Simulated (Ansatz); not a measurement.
`BN[SiH2]F` + `F[SiH2][SeH]` → `B[Se][SiH2]F` + `N[SiH2]F`  (ligand exchange at a B–N bond)

Gas-phase electronic energies from Ansatz, PBE0-D4/def2-TZVP geometries. CBS: MP2 limit from def2 TZ/QZ plus the TZ coupled-cluster correction, frozen cores. DFT in def2-TZVPP. B3LYP here is the variant with VWN-RPA as its local correlation; programs differ in this. For Se outer-core shells are correlated without core-valence functions, which leaves a few kJ/mol of doubt a bond. Scalar relativity is left out up to krypton. One conformer a species, not always the lowest.

(1) Is it downhill or uphill in electronic energy at CCSD(T)/CBS, and by how much? (Estimate.)

(2) What do these levels give: B3LYP-D4, PBE, PBE0, HF/def2-TZVPP, CCSD(T)/def2-TZVPP, HF/def2-QZVPP? (An estimate is asked.)

Largest T1 diagnostic among the species: 0.013.

Results:

(1) Ansatz gave: Uphill: ΔE = +44.6 kJ/mol.

(2) Ansatz gave: B3LYP-D4 50.9, PBE 44.4, PBE0 45.8, HF/def2-TZVPP 56.3, CCSD(T)/def2-TZVPP 47.2, HF/def2-QZVPP 57.1 kJ/mol.

In def2-TZVPP, CCSD(T) changes the Hartree–Fock value by −9.1 kJ/mol (the triples alone add −1.9 kJ/mol) and MP2 by −12.6 kJ/mol.
